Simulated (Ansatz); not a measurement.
## An input for CH6O2Si (SMILES C[SiH](O)O)

CH6O2Si: 10 atoms, total charge 0, spin state singlet. SMILES: `C[SiH](O)O`. The shape is that of a PBE0-D4/def2-TZVP optimisation. This is one conformer, not always the lowest.

```xyz
10

C    -1.2930    0.3478   -0.1464
Si    0.5175    0.1800    0.2068
O     0.6504   -1.1560    1.1608
O     1.4250    0.0585   -1.1616
H    -1.6811   -0.5498   -0.6356
H    -1.8534    0.4891    0.7808
H    -1.4844    1.2038   -0.7974
H     1.0886    1.3699    0.8847
H     1.5215   -1.3669    1.4998
H     1.1921   -0.6276   -1.7889
```

Settings wanted:

| Setting | Value |
| --- | --- |
| basis set | cc-pVDZ |
| core potential | none |
| task | energy |
| method | DFT |
| functional | CAM-B3LYP |
| reference | RKS |
| accuracy | high |
| start density | atoms |

Task: Give an Ansatz 0.2.0 job that does this.

Result: One that was run (others would do as well):

input.yaml:
```yaml
crystal:
  periodic: [false, false, false]
  atoms:
    - {symbol: C, position_ang: [-1.293000, 0.347800, -0.146400]}
    - {symbol: Si, position_ang: [0.517500, 0.180000, 0.206800]}
    - {symbol: O, position_ang: [0.650400, -1.156000, 1.160800]}
    - {symbol: O, position_ang: [1.425000, 0.058500, -1.161600]}
    - {symbol: H, position_ang: [-1.681100, -0.549800, -0.635600]}
    - {symbol: H, position_ang: [-1.853400, 0.489100, 0.780800]}
    - {symbol: H, position_ang: [-1.484400, 1.203800, -0.797400]}
    - {symbol: H, position_ang: [1.088600, 1.369900, 0.884700]}
    - {symbol: H, position_ang: [1.521500, -1.366900, 1.499800]}
    - {symbol: H, position_ang: [1.192100, -0.627600, -1.788900]}
basis:
  gaussian: {orbitals: cc-pVDZ}
hamiltonian: {xc: {name: CAM-B3LYP}}
accuracy: high
output: {orbitals: {seedname: orbitals}}
```

```bash
$ ansatz run input.yaml --threads 1 --pin off --max-ram 3480MiB --events-out events.jsonl --progress --plain --runs-dir runs
```

Calculated total energy: -481.67996 Eh.
